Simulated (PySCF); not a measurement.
A structure optimised at PBE0-D3(BJ)/def2-SVP, used in a PySCF frequency run:

```xyz
6

Zn     0.0000     0.0000     0.3781
I      0.0000     0.0000    -2.0718
Ge     0.0000     0.0000     2.7655
H      1.2445     0.7185     3.3235
H     -1.2445     0.7185     3.3235
H      0.0000    -1.4370     3.3235
```

Problem. Write its SMILES, formula and point group.

Solution. [GeH3][Zn][I], GeH₃IZn, C3v

Problem. What are its rotational constants (standard atomic weights)?

Solution. 80.934, 0.44204, 0.44204 GHz
